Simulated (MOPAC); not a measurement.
Job for MOPAC: PM7 on AlH4N (SMILES [NH2][AlH2]), a point of a bond scan (R = 2.017 Å).

```
PM7 1SCF PRECISE CHARGE=0 THREADS=1
AlH4N

Al     0.01202691 1    -0.28251526 1    -0.58588261 1
H     -1.25287826 1    -0.11264194 1    -1.51237750 1
H      1.30419113 1    -1.09271048 1    -0.98729284 1
N     -0.02070206 1     0.48629669 1     1.00848631 1
H     -1.55835702 1     1.56884595 1     1.73688509 1
H      0.72678123 1     0.44640271 1     1.68405446 1
```

Program output:

```
*******************************************************************************
 **                                                                           **
 **                              MOPAC v23.2.5                                **
 **                                                                           **
 *******************************************************************************
 ** MOPAC's Digital Object Identifier: https://doi.org/10.5281/zenodo.6511958 **
 **                                                                           **
 ** Please cite the open-source release paper for use of this MOPAC version:  **
 ** J. E. Moussa and J. J. P. Stewart (2026)                                  **
 ** MOPAC: An open-source semiempirical molecular orbital program             **
 ** J. Open Source Softw., 11(119), 8025, https://doi.org/10.21105/joss.08025 **
 *******************************************************************************

                              PM7 CALCULATION RESULTS

 *******************************************************************************
 *  PM7        - The PM7 Hamiltonian to be used
 *
 *
 *
 *                 CHARGE ON SYSTEM = 0
 *
 *
 *
 *  PRECISE    - TIGHTER CRITERIA TO BE USED
 *  1SCF       - DO 1 SCF AND THEN STOP
 *  THREADS=1  - MULTI-THREADING NOT USED
 *  T=         - A TIME OF 172800.0 SECONDS REQUESTED
 *  DUMP=N     - RESTART FILE WRITTEN EVERY 7200.0 SECONDS REQUESTED
 *******************************************************************************
PM7 1SCF PRECISE CHARGE=0 THREADS=1
 AlH4N

   ATOM   CHEMICAL          X               Y               Z
  NUMBER   SYMBOL      (ANGSTROMS)     (ANGSTROMS)     (ANGSTROMS)

     1      Al          0.01202691  *  -0.28251526  *  -0.58588261  *
     2       H         -1.25287826  *  -0.11264194  *  -1.51237750  *
     3       H          1.30419113  *  -1.09271048  *  -0.98729284  *
     4       N         -0.02070206  *   0.48629669  *   1.00848631  *
     5       H         -1.55835702  *   1.56884595  *   1.73688509  *
     6       H          0.72678123  *   0.44640271  *   1.68405446  *



          CARTESIAN COORDINATES

    NO.       ATOM           X           Y           Z

     1        Al          0.0120     -0.2825     -0.5859
     2         H         -1.2529     -0.1126     -1.5124
     3         H          1.3042     -1.0927     -0.9873
     4         N         -0.0207      0.4863      1.0085
     5         H         -1.5584      1.5688      1.7369
     6         H          0.7268      0.4464      1.6841

 General Reference for PM7:
 "Optimization of Parameters for Semiempirical Methods VI: More Modifications to the
 NDDO Approximations and Re-optimization of Parameters", J. J. P. Stewart, J. Mol. Mod., 1:32, 19 (2013)
 https://link.springer.com/article/10.1007/s00894-012-1667-x

           Empirical Formula: H4 N Al  =     6 atoms



      MOLECULAR POINT GROUP   :   Cs


      RHF CALCULATION, NO. OF DOUBLY OCCUPIED LEVELS = 6


 -------------------------------------------------------------------------------
 PM7 1SCF PRECISE CHARGE=0 THREADS=1
 AlH4N



     1SCF WAS SPECIFIED, SO BFGS WAS NOT USED
     SCF FIELD WAS ACHIEVED


                              PM7 CALCULATION
                                                       MOPAC v23.2.5 Linux




          FINAL HEAT OF FORMATION =        126.52331 KCAL/MOL =     529.37353 KJ/MOL


          COSMO AREA              =         96.10 SQUARE ANGSTROMS
          COSMO VOLUME            =         79.08 CUBIC ANGSTROMS

          IONIZATION POTENTIAL    =         10.692829 EV
          HOMO LUMO ENERGIES (EV) =        -10.693 -1.739
          NO. OF FILLED LEVELS    =          6
          MOLECULAR WEIGHT        =         45.0198         POINT GROUP:  Cs

          MOLECULAR DIMENSIONS (Angstroms)

            Atom       Atom       Distance
            H     5    H     3     4.76437
            H     6    H     2     3.68039
            N     4    H     6     0.00000


          SCF CALCULATIONS        =          1





   ATOM   CHEMICAL          X               Y               Z
  NUMBER   SYMBOL      (ANGSTROMS)     (ANGSTROMS)     (ANGSTROMS)

     1      Al          0.01202691  *  -0.28251526  *  -0.58588261  *
     2       H         -1.25287826  *  -0.11264194  *  -1.51237750  *
     3       H          1.30419113  *  -1.09271048  *  -0.98729284  *
     4       N         -0.02070206  *   0.48629669  *   1.00848631  *
     5       H         -1.55835702  *   1.56884595  *   1.73688509  *
     6       H          0.72678123  *   0.44640271  *   1.68405446  *

                             CARTESIAN COORDINATES

   1   Al        0.012026910    -0.282515260    -0.585882610
   2    H       -1.252878260    -0.112641940    -1.512377500
   3    H        1.304191130    -1.092710480    -0.987292840
   4    N       -0.020702060     0.486296690     1.008486310
   5    H       -1.558357020     1.568845950     1.736885090
   6    H        0.726781230     0.446402710     1.684054460


           Empirical Formula: H4 N Al  =     6 atoms



      MOLECULAR POINT GROUP   :   Cs


                  EIGENVALUES
 -33.11177 -15.24239 -12.83883 -11.63655 -10.84992 -10.69283  -1.73902   0.40824
   3.01188   3.22554   5.10796   6.91967  18.80324  19.48921  19.91393  22.45939
  23.08922


              NET ATOMIC CHARGES AND DIPOLE CONTRIBUTIONS

  ATOM NO.   TYPE          CHARGE      No. of ELECS.   s-Pop       p-Pop       d-Pop
    1         Al           0.232064        2.7679     0.38138     1.70671     0.67984
    2          H          -0.140989        1.1410     1.14099
    3          H          -0.144706        1.1447     1.14471
    4          N          -0.729021        5.7290     1.62811     4.10091
    5          H           0.489423        0.5106     0.51058
    6          H           0.293230        0.7068     0.70677
 DIPOLE           X         Y         Z       TOTAL
 POINT-CHG.    -2.612     3.135     3.981     5.701
 HYBRID         0.387     0.126     0.660     0.775
 SUM           -2.225     3.261     4.640     6.092


          ATOMIC ORBITAL ELECTRON POPULATIONS

     Atom    s        px        py        pz      x^2-y^2     xz        z^2       yz        xy
    1 Al   0.38138   0.72995   0.44139   0.53537   0.09716   0.20186   0.13741   0.12143   0.12199
    2  H   1.14099
    3  H   1.14471
    4  N   1.62811   1.27264   1.47599   1.35228
    5  H   0.51058
    6  H   0.70677

 **********************
 *                    *
 * JOB ENDED NORMALLY *
 *                    *
 **********************




 == MOPAC DONE ==
```

The run finished.

Cost: around 0.04 core-seconds (rough).
